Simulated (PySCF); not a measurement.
Spectroscopy problems

PySCF 2.14.0 with density-fitted response routines calculation with coordinates at the GFN2-xTB level and shielding tensors at PBE0/pcSseg-1 (GIAO); averaged over atoms made equivalent by symmetry, fast rotation or ring inversion, in vacuum, non-relativistic Hamiltonian, one computed conformer.

Scale: ¹H (31.72 ppm), ¹³C (186.93 ppm) against TMS (reference shieldings calculated alike). Splittings of carbon signals by F and P are missing where no couplings were computed. Where no couplings were computed, multiplicities follow the n + 1 count of equivalent neighbours, and m marks all less simple cases (inequivalent or close neighbours, rings, F or P nearby). Shifts are as computed. Against solution values, carbons near 30 ppm lie about +3 ppm off and those near 130 ppm about +5 ppm. Of 1211 compounds with measured shifts, 218 miss one by over three times the rms of a fit or turn the order of signals round; such compounds aren't used in these exercises.

(1) C5H11FOSi. ¹H NMR (600 MHz, computed): δ 5.63 (m, 1H), 5.56 (m, 2H), 4.35 (s, 3H), 4.09 (q, 2H), 1.37 (t, 3H). ¹³C{¹H} NMR (computed): δ 158.3 (C), 129.8 (CH), 82.9 (CH2), 69.1 (CH2), 18.0 (CH3). Identify the compound.

(2) C10H14. ¹H NMR (600 MHz, computed): δ 2.26 (m, 1H), 2.25 (m, 1H), 2.15 (m, 1H), 1.94 (s, 3H), 1.90 (m, 1H), 1.29 (m, 1H), 1.11 (m, 1H), 1.04 (d, 3H), 1.00 (m, 1H), 0.44 (m, 1H). ¹³C{¹H} NMR (computed): δ 94.2 (C), 84.3 (C), 48.0 (CH), 37.3 (CH2), 35.5 (CH), 28.1 (CH), 24.4 (CH3), 20.8 (CH), 11.0 (CH2), 4.8 (CH3). Identify the compound.

Answers

(1) `CCO/C([SiH3])=C\CF`. Rings plus π bonds: 1 (no ring in the answer). 5 carbon signals for 5 carbons: no two carbons are equivalent. Carbon types of the structure: 1 × C, 1 × CH, 2 × CH2, 1 × CH3, leaving 3 H on heteroatoms. δC 158.3: alkene carbon bearing oxygen; an sp2 carbon further deshielded by the attached heteroatom. δC 129.8: β carbon of an enol-ether or enamine type C=C. δC 82.9: allylic sp3 CH2 bonded to F; pulled downfield by the heteroatom. δC 69.1: sp3 CH2 bonded to O; the inductive effect lowers its shielding.

The shifts were computed for this structure.

(2) `CC#C[C@@H]1C[C@@H]2C[C@@H]2[C@H]1C`. Rings plus π bonds: 4 (2 rings in the answer). 10 carbon signals for 10 carbons: no two carbons are equivalent. Carbon types of the structure: 2 × C, 4 × CH, 2 × CH2, 2 × CH3, which accounts for all hydrogens. δC 94.2, 84.3: alkyne carbon; sp carbons lie upfield of alkene carbons because the cylindrical π system leaves one tensor component strongly shielded. δC 4.8: propargylic methyl carbon; aliphatic region, no heteroatom directly attached. δH 1.29, 1.11, 1.00, 0.44: hydrogen on a three-membered-ring carbon; cyclopropane-type protons are shielded by the ring. δH 1.04: hydrogen on a methyl carbon; far from electronegative atoms and π systems.

This is the structure that produced the data.
